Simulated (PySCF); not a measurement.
A PySCF script (with the pyscf-properties extension) for the NMR shieldings of SMILES C=C(CC)CC(=O)[S-], [C₆H₉OS]-, on a GFN2-xTB geometry:

```python
import basis_set_exchange as bse
import numpy as np
from pyscf import gto, dft
from pyscf.prop import nmr

atoms = """
C    -0.617696    1.822643    0.494326
C    -0.043105    0.828550   -0.173181
C    -0.834695   -0.050128   -1.105195
C    -1.172875   -1.387353   -0.446938
C     1.389880    0.473810    0.023087
C     1.554071   -0.485165    1.244786
O     1.238270   -0.093581    2.358450
S     2.204759   -1.992289    0.851873
H    -1.669688    2.045650    0.395091
H    -0.064592    2.427242    1.192678
H    -0.252767   -0.239915   -2.012311
H    -1.759804    0.459747   -1.395051
H    -0.259917   -1.902149   -0.156555
H    -1.769232   -1.223683    0.448842
H    -1.731948   -2.025221   -1.132164
H     1.807704   -0.013565   -0.858072
H     1.974637    1.367439    0.260425
"""
names = dict.fromkeys(["C", "O", "S", "H"], "pcSseg-1")
basis = {el: gto.basis.parse(bse.get_basis(n, elements=[el], fmt="nwchem")) for el, n in names.items()}
mol = gto.M(atom=atoms, basis=basis, charge=-1, verbose=0)
mf = dft.RKS(mol, xc="PBE0")
mf.grids.level = 2
mf.grids.alignment = dft.numint.BLKSIZE   # the property module wants whole blocks of grid points
mf.conv_tol = 1e-9
mf.kernel()

calc = nmr.RKS(mf)   # GIAO
C = mf.mo_coeff
Co = C[:, mf.mo_occ > 0]
resp = mf.gen_response(singlet=True, hermi=2)
def vind(x):   # induced exchange potential for any number of trial vectors
    d = np.einsum("pi,xij,qj->xpq", C, 2 * x.reshape(-1, C.shape[1], Co.shape[1]), Co, optimize=True)
    return np.einsum("xpq,pi,qj->xij", resp(d - d.transpose(0, 2, 1)), C, Co, optimize=True).ravel()
mo1, _ = nmr.rhf.solve_mo1(calc, with_cphf=vind)
sigma = calc.kernel(mo1)
for i, s in enumerate(sigma):   # ppm
    print("%2d %-2s %9.2f" % (i, mol.atom_pure_symbol(i), np.trace(s) / 3))
```

Task: Give the expected output.

Result: 
```
 0 C      78.53
 1 C      26.80
 2 C     145.56
 3 C     167.58
 4 C     117.65
 5 C     -25.37
 6 O    -204.97
 7 S     303.66
 8 H      27.36
 9 H      27.24
10 H      29.60
11 H      29.81
12 H      27.48
13 H      31.12
14 H      31.28
15 H      27.64
16 H      28.69
```

These numbers come from an equivalent density-fitted implementation of the same equations, which agrees with the script to about 0.01 ppm for H and up to a few tenths of a ppm for heavy atoms, so last digits may differ.

Task: Turn these shieldings into chemical shifts. Chemical shifts δ = σref − σ; $^{13}$C (σref 186.93) and $^{1}$H (σref 31.72) vs TMS; $^{17}$O (σref 336.08) against H2O; $^{33}$S (σref 503.73) against CS2, all at this level.

Result: Averaging equivalent atoms: C 5: 212.3; C 1: 160.1; C 0: 108.4; C 4: 69.3; C 2: 41.4; C 3: 19.3; O 6: 541.1; S 7: 200; H 9: 4.47; H 8: 4.35; H 15/16: 3.55; H 10/11: 2.02; H 12/13/14: 1.76 ppm. Unscaled 17O shifts of doubly bonded oxygen tend to come out too high, by tens of ppm or more. Experimental scales use liquid or dissolved standards, which lie at an offset from isolated H2O (liquid H2O: subtract about 36 ppm).

Size and cost of the density-fitted run: 188 basis functions, 45 s wall time on 1 thread of an Intel Xeon, shared host; peak memory 0.85 GiB.
